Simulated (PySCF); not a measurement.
**Correlation energy of Nb(2+) (niobium, charge +2)**

[Kr] 4d2 5s1, high-spin 4F determinant (an excited configuration). Calculation: PySCF 2.14, in ANO-RCC-VTZP (7s6p4d2f1g, 68 functions); the spin-free X2C one-electron Hamiltonian (Gaussian nucleus). Frozen: [Ar] 3d10; 11 electrons correlated.

MP2 pair energies summed by pair of shells (mhartree):

```
 pair   energy  share (%)
4p-4p  -113.81       43.3
4p-4d   -67.24       25.6
4s-4p   -34.86       13.3
4p-5s   -19.38        7.4
4s-4d    -8.70        3.3
4d-5s    -8.21        3.1
4s-4s    -5.98        2.3
4d-4d    -3.77        1.4
4s-5s    -1.06        0.4
```

Total MP2 correlation energy: -263.02 mhartree.

Same-spin part -77.37 and opposite-spin part -185.65 mhartree; SCS-MP2 scales them by 1/3 and 6/5 to -248.57 mhartree.
